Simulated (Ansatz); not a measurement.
Species: SnH (charge 0, doublet). 
Structure (B3LYP-D3(BJ)/def2-TZVP (Ansatz, a program for electronic structure) minimum search):
```xyz
2

Sn     0.0000     0.0000    -0.0350
H      0.0000     0.0000     1.7513
```
Charge 0, spin multiplicity 2.

Problem. Give the harmonic wavenumbers at B3LYP-D3(BJ)/def2-TZVP (Ansatz, finite differences of forces, unscaled).

Solution. 1684 cm⁻¹. Zero-point energy 2.4 kcal/mol.

Problem. From these and the geometry, give the ideal-gas thermochemistry at 298.15 K and 1 atm (rigid rotor, harmonic oscillator).

Solution. Point group C∞v, rotational symmetry number 1. Rotational constants 158.5, 158.5 GHz. S(trans) 40.25, S(rot) 9.28, S(vib) 0.01, S(elec, spin only) 1.38, S 50.9 cal/(mol K). H(298) - H(0) 2.08 kcal/mol; G - E(el) -10.7 kcal/mol.
